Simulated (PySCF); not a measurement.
A geometry optimisation on [RuN(OH)4]- (`[N]#[Ru-]([OH])([OH])([OH])[OH]`).

Computed with PBE0-D3(BJ)/def2-SVP geometry optimisation, gas phase, def2 core potentials past Kr (PySCF 2.14.0). Start geometry: GFN2-xTB. The input is one job of a driver script: a line of settings, then coordinates in Å.

Input:
```
{"job": {"xc": "PBE0", "basis": "def2-SVP", "d3": "d3bj", "grid": 1, "maxiter": 30, "shake": 0.03, "kind": "geom"}, "charge": -1, "multiplicity": 1}
Ru     0.291740    -0.043090     0.293390
N      0.322960     0.020300     1.906380
O      1.998060     0.160100    -0.422630
H      2.464830    -0.739750    -0.484750
O     -0.030110     1.913000    -0.282520
H     -0.946030     2.237660    -0.131560
O     -1.674740    -0.221790    -0.176150
H     -2.157010     0.626620    -0.201590
O      0.379500    -1.831460    -0.235520
H     -0.524550    -2.198340    -0.260660
```

Output:
```
step   0  E = -452.33352260  max force = 0.089600
step   1  E = -452.35225152  max force = 0.013931
step   2  E = -452.35387920  max force = 0.005353
step   3  E = -452.35428446  max force = 0.001964
step   4  E = -452.35448049  max force = 0.001382
step   5  E = -452.35454303  max force = 0.000912
step   6  E = -452.35459526  max force = 0.000733
step   7  E = -452.35465013  max force = 0.001273
step   8  E = -452.35469557  max force = 0.001533
step   9  E = -452.35474854  max force = 0.001098
step  10  E = -452.35478884  max force = 0.000555
step  11  E = -452.35479591  max force = 0.000433
optimisation converged
```

Energies in Eh; «max force» is the largest Cartesian gradient component in Eh/bohr.

Question: Give the first gradient maximum in eV/Å.

Answer: With 1 Eh/bohr = 51.422 eV/Å, 4.607 eV/Å.

In short: final energy -452.35480 Eh after 11 steps.

Question: Estimate the wall time. Hardware: one thread, Arm Neoverse N1 (aarch64) (shared host). And the peak memory of the process?

Answer: About 2.7 min, with 0.48 GiB resident at the peak, the Python interpreter and its libraries included.
Labels such as C1 count atoms from 1, the log's own numbers from 0.
